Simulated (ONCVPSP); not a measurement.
Reading a pseudo-wave (carbon)

Columns: radius, all-electron u(r) and pseudo u(r) of the 2s shell (level -25.74 eV) of carbon in the configuration [He] 2s2 2p1; PBE, non-relativistic, ONCV scheme, ONCVPSP 4.0.1.

| r (bohr) | all-electron | pseudo |
| --- | --- | --- |
| 0.132 | -0.3744 | 0.0902 |
| 0.265 | -0.2309 | 0.1963 |
| 0.398 | 0.0487 | 0.3065 |
| 0.530 | 0.3197 | 0.4173 |
| 0.663 | 0.5395 | 0.5480 |
| 0.795 | 0.6967 | 0.6874 |
| 0.928 | 0.7968 | 0.7944 |
| 1.060 | 0.8469 | 0.8469 |
| 1.193 | 0.8587 | 0.8587 |
| 1.325 | 0.8420 | 0.8420 |
| 1.458 | 0.8052 | 0.8052 |
| 1.590 | 0.7560 | 0.7560 |
| 1.723 | 0.6991 | 0.6991 |
| 1.855 | 0.6392 | 0.6392 |
| 1.988 | 0.5785 | 0.5785 |
| 2.120 | 0.5199 | 0.5199 |
| 2.252 | 0.4642 | 0.4642 |
| 2.385 | 0.4120 | 0.4120 |
| 2.518 | 0.3639 | 0.3639 |
| 2.650 | 0.3205 | 0.3205 |
| 2.782 | 0.2813 | 0.2813 |
| 2.915 | 0.2459 | 0.2459 |
| 3.048 | 0.2144 | 0.2144 |
| 3.180 | 0.1867 | 0.1867 |
| 3.312 | 0.1621 | 0.1621 |
| 3.445 | 0.1404 | 0.1404 |

Task: How many radial nodes do the two functions have?

Result: The all-electron 2s function has n − l − 1 = 1; the pseudo-wave has 0, since the states of the same l below it are removed with the core.

Task: At about which radius was the pseudo-wave matched?

Result: 1.10 bohr, where the columns begin to agree (steps of 0.13 bohr).

Task: Is the pseudo-wave norm-conserving?

Result: Yes: the ONCV scheme keeps the norm inside the radius equal to the all-electron one, which fixes the energy derivative of the logarithmic derivative at the level.
